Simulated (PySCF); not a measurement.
Ionisation energy of Ni¹¹⁺ by level of theory

Ni¹¹⁺ [Ne] 3s2 3p5 (2P) → Ni¹²⁺ [Ne] 3s2 3p4 (3P), as a difference of total energies. All numbers are calculated (PySCF 2.14, the non-relativistic Hamiltonian (point nucleus), in an uncontracted even-tempered set (17 s from 0.59 bohr⁻², ratio 2.5; 12 p from 0.76 bohr⁻², ratio 2.5; 5 d from 5.6 bohr⁻², ratio 2.7; 4 f from 8.4 bohr⁻², ratio 2.7)). Correlated levels: outer shells: 1s2 frozen; virtual orbitals above 40 to 60 times the deepest correlated orbital energy dropped. The calculations carry no spin-orbit coupling.

```
                method  ionisation energy (eV)
                   UHF                  349.38
                   LDA                  351.28
                   PBE                  351.07
                  PBE0                  351.09
                r2SCAN                  351.23
               r2SCANh                  351.21
                M06-2X                  351.15
    MP2 (outer shells)                  350.31
SCS-MP2 (outer shells)                  350.27
```

Task: How much does correlation contribute at MP2 (outer shells)?

Result: 350.31 − (349.38) = 0.93 eV, measured against UHF.

A first-order spin-orbit estimate (lowest level to lowest level, LS coupling) adds -0.038 eV.

These non-relativistic numbers lack the scalar-relativistic shift.

For comparison: 351.6 ± 0.3 eV (semi-empirical (NIST evaluation); NIST Atomic Spectra Database, ionization energies).
